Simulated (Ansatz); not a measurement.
Ansatz (an electronic-structure program) input (B3LYP-D3(BJ)/def2-TZVP):

Ansatz 0.2 input:
```yaml
crystal:
  periodic: [false, false, false]
  atoms:
    - {symbol: Ge, position_ang: [0.45031041, 0.44393230, -0.32386016]}
    - {symbol: O, position_ang: [-0.85024685, 1.29591660, -0.93438139]}
    - {symbol: Cl, position_ang: [-0.44752695, -1.44548037, 1.04932800]}
basis:
  gaussian:
    orbitals: def2-TZVP
hamiltonian:
  xc: b3lyp
  dispersion: d3bj
total_charge: -1
phonons: {temperatures: {t_min: 298.15, t_max: 298.15, t_step: 100}}
```

Output:

```
Functional definition: B3LYP
integrals: 0.04 GiB planned
803 factors; their error is unknown
mean field: 0.38 GiB planned
mean field evaluation 1: about -71091.4207 eV, gradient 3.6e1 eV
mean field evaluation 2: about -71053.6705 eV, gradient 1.4e2 eV
mean field evaluation 4: about -71093.6259 eV, gradient 5.8e0 eV
mean field evaluation 8: about -71093.6729 eV, gradient 1.5e-1 eV
mean field evaluation 16: about -71093.9236 eV, gradient 4.0e-5 eV
mean field -71093.92356664 eV, -2612.6535018820 hartree, gradient 4.0e-5 eV, S^2 0.000000; 0 other end points of the search recorded, 0 dependent functions left out
the calculation of the forces begins
reference -71093.92375141 eV, -2612.6535086721 hartree; 29, 29 occupied and 87, 87 virtual orbitals, 803 factors
these checks for a lower state are left out or cut short: stability, starts, cluster_reference, orbital_swaps, neighbouring_geometries, increment
integrals: 0.04 GiB planned
803 factors; their error is unknown
mean field: 0.38 GiB planned
mean field -71093.92352028 eV, -2612.6535001780 hartree, gradient 1.3e-6 eV, S^2 0.000000; 0 other end points of the search recorded, 0 dependent functions left out
the calculation of the forces begins
reference -71093.92370507 eV, -2612.6535069691 hartree; 29, 29 occupied and 87, 87 virtual orbitals, 803 factors
these checks for a lower state are left out or cut short: stability, starts, cluster_reference, orbital_swaps, neighbouring_geometries, increment
integrals: 0.04 GiB planned
803 factors; their error is unknown
mean field: 0.38 GiB planned
mean field evaluation 32: about -71093.9235 eV, gradient 1.4e-6 eV
mean field -71093.92350166 eV, -2612.6534994938 hartree, gradient 1.3e-6 eV, S^2 0.000000; 0 other end points of the search recorded, 0 dependent functions left out
the calculation of the forces begins
reference -71093.92368640 eV, -2612.6535062829 hartree; 29, 29 occupied and 87, 87 virtual orbitals, 803 factors
these checks for a lower state are left out or cut short: stability, starts, cluster_reference, orbital_swaps, neighbouring_geometries, increment
integrals: 0.04 GiB planned
803 factors; their error is unknown
mean field: 0.38 GiB planned
mean field -71093.92352581 eV, -2612.6535003814 hartree, gradient 1.3e-6 eV, S^2 0.000000; 0 other end points of the search recorded, 0 dependent functions left out
the calculation of the forces begins
reference -71093.92371061 eV, -2612.6535071726 hartree; 29, 29 occupied and 87, 87 virtual orbitals, 803 factors
these checks for a lower state are left out or cut short: stability, starts, cluster_reference, orbital_swaps, neighbouring_geometries, increment
integrals: 0.04 GiB planned
803 factors; their error is unknown
mean field: 0.38 GiB planned
mean field -71093.92351976 eV, -2612.6535001592 hartree, gradient 1.3e-6 eV, S^2 0.000000; 0 other end points of the search recorded, 0 dependent functions left out
the calculation of the forces begins
reference -71093.92370450 eV, -2612.6535069483 hartree; 29, 29 occupied and 87, 87 virtual orbitals, 803 factors
these checks for a lower state are left out or cut short: stability, starts, cluster_reference, orbital_swaps, neighbouring_geometries, increment
integrals: 0.04 GiB planned
803 factors; their error is unknown
mean field: 0.38 GiB planned
mean field -71093.92355109 eV, -2612.6535013104 hartree, gradient 1.3e-6 eV, S^2 0.000000; 0 other end points of the search recorded, 0 dependent functions left out
the calculation of the forces begins
reference -71093.92373586 eV, -2612.6535081004 hartree; 29, 29 occupied and 87, 87 virtual orbitals, 803 factors
these checks for a lower state are left out or cut short: stability, starts, cluster_reference, orbital_swaps, neighbouring_geometries, increment
integrals: 0.04 GiB planned
803 factors; their error is unknown
mean field: 0.38 GiB planned
mean field evaluation 64: about -71093.9235 eV, gradient 1.3e-6 eV
mean field -71093.92348051 eV, -2612.6534987165 hartree, gradient 1.3e-6 eV, S^2 0.000000; 0 other end points of the search recorded, 0 dependent functions left out
the calculation of the forces begins
reference -71093.92366528 eV, -2612.6535055068 hartree; 29, 29 occupied and 87, 87 virtual orbitals, 803 factors
these checks for a lower state are left out or cut short: stability, starts, cluster_reference, orbital_swaps, neighbouring_geometries, increment
integrals: 0.04 GiB planned
803 factors; their error is unknown
mean field: 0.38 GiB planned
mean field -71093.92352476 eV, -2612.6535003428 hartree, gradient 1.3e-6 eV, S^2 0.000000; 0 other end points of the search recorded, 0 dependent functions left out
the calculation of the forces begins
reference -71093.92370951 eV, -2612.6535071324 hartree; 29, 29 occupied and 87, 87 virtual orbitals, 803 factors
these checks for a lower state are left out or cut short: stability, starts, cluster_reference, orbital_swaps, neighbouring_geometries, increment
integrals: 0.04 GiB planned
803 factors; their error is unknown
mean field: 0.38 GiB planned
mean field -71093.92353138 eV, -2612.6535005859 hartree, gradient 1.3e-6 eV, S^2 0.000000; 0 other end points of the search recorded, 0 dependent functions left out
the calculation of the forces begins
reference -71093.92371616 eV, -2612.6535073766 hartree; 29, 29 occupied and 87, 87 virtual orbitals, 803 factors
these checks for a lower state are left out or cut short: stability, starts, cluster_reference, orbital_swaps, neighbouring_geometries, increment
integrals: 0.04 GiB planned
803 factors; their error is unknown
mean field: 0.38 GiB planned
mean field -71093.92351165 eV, -2612.6534998612 hartree, gradient 1.6e-6 eV, S^2 0.000000; 0 other end points of the search recorded, 0 dependent functions left out
the calculation of the forces begins
reference -71093.92369640 eV, -2612.6535066504 hartree; 29, 29 occupied and 87, 87 virtual orbitals, 803 factors
these checks for a lower state are left out or cut short: stability, starts, cluster_reference, orbital_swaps, neighbouring_geometries, increment
integrals: 0.04 GiB planned
803 factors; their error is unknown
mean field: 0.38 GiB planned
mean field evaluation 96: about -71093.9236 eV, gradient 1.4e-6 eV
mean field -71093.92360086 eV, -2612.6535031393 hartree, gradient 1.4e-6 eV, S^2 0.000000; 0 other end points of the search recorded, 0 dependent functions left out
the calculation of the forces begins
reference -71093.92378565 eV, -2612.6535099304 hartree; 29, 29 occupied and 87, 87 virtual orbitals, 803 factors
these checks for a lower state are left out or cut short: stability, starts, cluster_reference, orbital_swaps, neighbouring_geometries, increment
integrals: 0.04 GiB planned
803 factors; their error is unknown
mean field: 0.38 GiB planned
mean field -71093.92356511 eV, -2612.6535018256 hartree, gradient 1.9e-6 eV, S^2 0.000000; 0 other end points of the search recorded, 0 dependent functions left out
the calculation of the forces begins
reference -71093.92374987 eV, -2612.6535086153 hartree; 29, 29 occupied and 87, 87 virtual orbitals, 803 factors
these checks for a lower state are left out or cut short: stability, starts, cluster_reference, orbital_swaps, neighbouring_geometries, increment
integrals: 0.04 GiB planned
803 factors; their error is unknown
mean field: 0.38 GiB planned
mean field -71093.92356455 eV, -2612.6535018051 hartree, gradient 1.5e-6 eV, S^2 0.000000; 0 other end points of the search recorded, 0 dependent functions left out
the calculation of the forces begins
reference -71093.92374934 eV, -2612.6535085958 hartree; 29, 29 occupied and 87, 87 virtual orbitals, 803 factors
Total energy: -71094.04095614 eV, -2612.6578158665 hartree
Atom 0 at     0.450310     0.443932    -0.323860 Å, force    -0.000125     0.000045    -0.000032 eV/Å
Atom 1 at    -0.850247     1.295917    -0.934381 Å, force     0.000087     0.000091    -0.000066 eV/Å
Atom 2 at    -0.447527    -1.445480     1.049328 Å, force     0.000037    -0.000135     0.000098 eV/Å
Dipole moment:     0.659877     0.079785    -0.061153 e Å
Vibrations: 165.17 235.90 905.45 cm⁻¹, zero-point energy 0.080993 eV
```
